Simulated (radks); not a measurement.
Problem. Isoelectronic series with 27 electrons, each ion in its NIST ground configuration. All-electron calculation, scalar-relativistic Kohn-Sham, BLYP, spin-polarised, spherical densities, finite nucleus; open shells are filled with parallel spins first (spin-orbit coupling, left out, can overturn this in heavy ions); Fermi nuclear charge, rms radius of each element as measured or else 0.836 A^(1/3) + 0.57 fm. Program: a radial shooting solver on a logarithmic mesh with Libxc functionals. Total energies (hartree) and mean radii <r> (bohr):

ion,configuration,E (hartree),3d down,3d up
Co,[Ar] 3d7 4s2,-1393.55535,1.118,1.049
Ni+,[Ar] 3d9,-1520.65082,1.089,1.066
Cu2+,[Ar] 3d9,-1654.12145,0.9306,0.9197
Zn3+,[Ar] 3d9,-1793.85443,0.8254,0.8188
Ga4+,[Ar] 3d9,-1939.83340,0.7474,0.7429
Ge5+,[Ar] 3d9,-2092.05662,0.6861,0.6828
As6+,[Ar] 3d9,-2250.53099,0.6359,0.6333
Se7+,[Ar] 3d9,-2415.26782,0.5937,0.5917
Br8+,[Ar] 3d9,-2586.28286,0.5576,0.5558
Kr9+,[Ar] 3d9,-2763.59416,0.5260,0.5246
Rb10+,[Ar] 3d9,-2947.22230,0.4983,0.4970
Sr11+,[Ar] 3d9,-3137.18945,0.4735,0.4724
Zr13+,[Ar] 3d9,-3536.23851,0.4313,0.4304
Mo15+,[Ar] 3d9,-3960.94919,0.3964,0.3957
Tc16+,[Ar] 3d9,-4183.00168,0.3810,0.3804
Ru17+,[Ar] 3d9,-4411.55693,0.3669,0.3664
Rh18+,[Ar] 3d9,-4646.65088,0.3539,0.3533
Pd19+,[Ar] 3d9,-4888.31469,0.3417,0.3412
Ag20+,[Ar] 3d9,-5136.58512,0.3304,0.3300
Cd21+,[Ar] 3d9,-5391.49510,0.3199,0.3195

Estimate the row of Nb14+ ([Ar] 3d9).

Solution. E (hartree) -3745.37231; 3d down 0.4130; 3d up 0.4123.
